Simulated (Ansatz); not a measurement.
`O[Si](O)(O)[O][GaH2]`. Total charge 0; spin multiplicity 1.

Cartesian coordinates in Å:
```
O -1.090 0.506 0.047
Si 0.258 -0.253 -0.651
O 0.844 0.535 -1.950
O -0.313 -1.674 -1.201
O 1.186 -0.208 0.646
Ga 0.006 0.428 1.957
H -1.973 0.215 -0.188
H 1.476 1.232 -1.768
H 0.081 -2.018 -2.003
H 0.250 1.922 2.338
H -0.726 -0.684 2.773
```

Question: What are the harmonic wavenumbers in cm⁻¹ at PBE0-D4/def2-TZVP (Ansatz, finite differences of forces, unscaled)? (An estimate is asked.)

Answer: Computed: 83, 163, 175, 231, 259, 316, 343, 345, 365, 401, 439, 525, 618, 643, 738, 769, 815, 845, 888, 896, 987, 1078, 1998, 2003, 3903, 3922, 3933.

Question: Is this a minimum?

Answer: Yes, all 27 modes are real.

Question: Give the ideal-gas thermochemistry at 298.15 K and 1 bar (rigid rotor, harmonic oscillator; point group C1, symmetry number 1).

Answer: Zero-point energy 165.6 kJ/mol; H(298) − E = 191.3 kJ/mol; entropy 381.9 J/(mol·K), of which translation 172.7, rotation 118.8, vibration 90.4; G(298) − E = 77.5 kJ/mol. Modes under 100 cm⁻¹ are hindered rotations or soft bends, so the harmonic entropy is rough.

Question: And at 400, 500, 600, 800 and 1000 K?

Answer: 
| T (K) | H − E (kJ/mol) | S (J/mol/K) | G − E (kJ/mol) |
| --- | --- | --- | --- |
| 400 | 207.1 | 427.1 | 36.2 |
| 500 | 224.4 | 465.7 | -8.5 |
| 600 | 243.1 | 499.7 | -56.8 |
| 800 | 283.1 | 557.2 | -162.7 |
| 1000 | 325.4 | 604.4 | -279.0 |
